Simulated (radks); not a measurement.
Values are calculated unless marked as measured or tabulated.
The rhodium anion Rh- inside a hard spherical wall (all orbitals vanish at R), configuration held at [Kr] 4d8 5s2 and not refilled when levels cross. Level of theory: scalar-relativistic Kohn-Sham, PBEsol, spin-polarised, spherical densities, finite nucleus; open shells are filled with parallel spins first (spin-orbit coupling, left out, can overturn this in heavy ions); Fermi nuclear charge, rms radius 4.4945 fm (a radial shooting solver on a logarithmic mesh with Libxc functionals). Eigenvalues in eV for spin up, with the zero of energy where the potential of the charges vanishes at infinity; a dash marks a level that is unbound or too diffuse for the functional's potential to be trusted. A positive occupied level is held by the wall or, in an anion where self-interaction has pushed it up, behind a barrier. The pressure on the wall is -dE/dV.

R (bohr),E (hartree),kinetic (hartree),e(4s),e(4p),e(4d),e(5s),"e(6s, empty)","e(5p, empty)",pressure (GPa)
20,-4781.72300,4951.639,-77.120,-45.074,-0.603,0.655,2.271,2.334,0.000160
15,-4781.72258,4951.641,-77.047,-45.000,-0.527,0.719,3.171,2.910,0.00215
12,-4781.72111,4951.648,-76.900,-44.851,-0.377,0.848,4.383,3.417,0.0162
8,-4781.70214,4951.732,-76.026,-43.971,0.485,1.647,9.516,5.097,0.530
5,-4781.47952,4952.600,-71.886,-39.873,4.300,6.067,30.146,11.751,22.6
4,-4781.00513,4954.327,-66.823,-34.962,8.888,12.589,55.178,20.492,125
2.5,-4775.51660,4973.316,-40.753,-9.740,35.880,64.675,205.57,83.116,4170
2,-4765.05272,5007.867,-13.279,18.758,69.352,141.65,383.84,167.89,21200
